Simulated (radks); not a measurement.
Polarisability of neutral ruthenium, [Kr] 4d7 5s1, at imaginary frequency. Calculated with a radial shooting solver on a logarithmic mesh with Libxc functionals: non-relativistic Kohn-Sham, exchange-only LDA, spin-polarised, spherical densities, point nucleus; open shells are filled with parallel spins first (spin-orbit coupling, left out, can overturn this in heavy ions); relativity is left out, which matters for an element this heavy. Response by self-consistent Sternheimer equations with the Hartree and adiabatic exchange-only LDA kernel.

w (hartree)  alpha1(iw) (bohr^3)
0.00266                    69.68
0.0143                     69.04
0.0360                     65.73
0.0697                     57.33
0.118                      44.60
0.186                      31.74
0.280                      21.70
0.413                      14.66
0.605                      9.803
0.892                      6.357
1.35                       3.866
2.12                       2.093
3.59                      0.9363
6.94                      0.3180
17.5                     0.07148

Static values: alpha1 = 69.70 bohr^3 (10.33 angstrom^3; uncoupled 117.4). C6 = 663.7, triple-dipole C9 = 31250 atomic units. One-pole (London) frequency 4 C6 / (3 alpha1^2) = 0.182 hartree, against 0.111 for minus the highest occupied eigenvalue. The dipole shielding factor is 1.000, as the force sum rule N/Z = 1.000 demands. Recommended static value: 72 bohr^3 (Schwerdtfeger and Nagle, 2023 table).
